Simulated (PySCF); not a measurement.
SMILES [CH3][Sn]([F])([F])[Br], singlet, PBE0/def2-SVP optimised geometry. Atoms within 1.6 Å of the plane z = 0.8 Å (x, y, z in Å): C1 (-1.37, -1.27, 1.54), Sn2 (-0.61, -0.04, 0.00), F4 (1.32, -0.04, 0.00), Br5 (-1.32, 2.32, 0.00), H6 (-2.45, -1.11, 1.63), H8 (-1.16, -2.32, 1.28).

Method: PBE0/def2-TZVP, def2 effective core potentials past Kr run with PySCF. The core electrons that the potentials of Sn replace are not part of the density.

Map of the deformation density (molecule minus spherical neutral atoms) (e/bohr³) on the plane z = 0.8 Å:

```
|222222222222222222222222222|
|222222222222222222222222222|
|222222222222222222222222222|
|222222221122222222222222222|
|222222221222222222222222222|
|222222223333222222222222222|
|222222234543222222222222222|
|222222234443222222222222222|
|222222233333222222222222222|
|222222222333211222222222222|
|222222222222111122222222222|
|222222111111001223222222222|
|222221111111101233322222222|
|222221111222101344322222222|
|222211113553101233322222222|
|222211124896311223222222222|
|222111123696311122222222222|
|222211111354211122222222222|
|222211111452111122222222222|
|222221112442111222222222222|
|222222111110112222222222222|
|222222111000112222222222222|
|222222211111122222222222222|
|222222222112222222222222222|
|222222222222222222222222222|
|222222222222222222222222222|
|222222222222222222222222222|
```
Scale: ten equal steps from -0.010 (start of '0') to 0.031 (end of '9'), in the order '0123456789'; x runs from -4.50 to 4.50, y from -4.50 (bottom) to 4.50 (top).
